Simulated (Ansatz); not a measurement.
`C[SiH2][NH][ZnH]`. The species carries charge 0 and has multiplicity 1. For Zn the d shell is correlated and the shells below it are frozen. Scalar relativity is left out up to krypton.

```xyz
11

C    -1.3226    0.5395    0.3112
Si   -0.2185   -0.0909   -1.0610
N     1.2908   -0.5375   -0.3820
Zn    1.7693   -0.4328    1.3737
H    -1.4992   -0.2299    1.0685
H    -2.2962    0.8343   -0.0883
H    -0.8908    1.4170    0.8012
H    -0.0805    0.9760   -2.0997
H    -0.8975   -1.2373   -1.7400
H     1.9836   -0.8961   -1.0242
H     2.1615   -0.3425    2.8406
```

Question: Give the diagnostics of a CCSD(T)/def2-TZVPP run (frozen core, Ansatz 0.2.0). (Best estimate.)

Answer: The calculation gave: T1 = 0.0142, largest single amplitude 0.024, largest double 0.019, (T) share of the correlation energy 3.4 %, 10 CCSD cycles. The RHF solution is stable towards an unrestricted one. T1 lies under the customary mark of 0.02 for closed shells.
